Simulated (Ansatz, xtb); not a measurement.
Spectroscopic constants of AlN-, multiplicity 2 (lowest of 2S+1 = 2, 4 at CCSD(T)/def2-TZVPP on PBE0 minima; our sources give no spin for the ground state, which may be another). The T1 diagnostic near the minimum is 0.089, so single-reference values are doubtful.

Seven points along R, fitted to fifth degree in 1/R; most abundant isotopes. Runs in def2 and cc sets follow the lowest solution found near the PBE0 minimum.

The values were computed with Ansatz (an electronic-structure program); xtb for the GFN methods. Values without a source in brackets are computed. The GFN methods have no spin term and hold the electronic entropy of 300 K.

| level | r_e (Å) | ω_e (cm⁻¹) | ω_e x_e (cm⁻¹) |
|---|---|---|---|
| GFN1-xTB | 1.716 | 891 | 4.8 |
| GFN2-xTB | 1.678 | 1015 | 6.7 |
| SVWN5/def2-TZVPP | 1.697 | 923 | 5.4 |
| PBE/def2-TZVPP | 1.718 | [?] | 5.5 |
| B3LYP/def2-TZVPP | [?] | [?] | 5.6 |

What belongs in the gaps?


- B3LYP/def2-TZVPP, r_e (Å): 1.707
- B3LYP/def2-TZVPP, ω_e (cm⁻¹): 901
- PBE/def2-TZVPP, ω_e (cm⁻¹): 885
